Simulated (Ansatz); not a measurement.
This Ansatz (an electronic-structure program) input (wB97M-V/def2-TZVPP) gives -1.16133 Eh with 28 basis functions. A basis named .json is the Basis Set Exchange file of that set (core-valence sets with the plain set on hydrogen).

Ansatz 0.2 input:
```yaml
crystal:
  periodic: [false, false, false]
  atoms:
    - {symbol: H, position_ang: [1.85338652, 1.44270128, -1.66369747]}
    - {symbol: H, position_ang: [2.32671735, 1.81947468, -2.09687698]}
basis:
  gaussian:
    orbitals: def2-TZVPP
hamiltonian:
  xc: {name: wB97M-V}
magnetization: {spin_polarized: false}
```

Change:
```diff
- orbitals: def2-TZVPP
+ orbitals: 6-311+G__.json
```

**Question.** What does the run give now?

**Answer.** -1.16061 Eh (wB97M-V/6-311+G**, 12 functions), a change of +0.72 mEh.
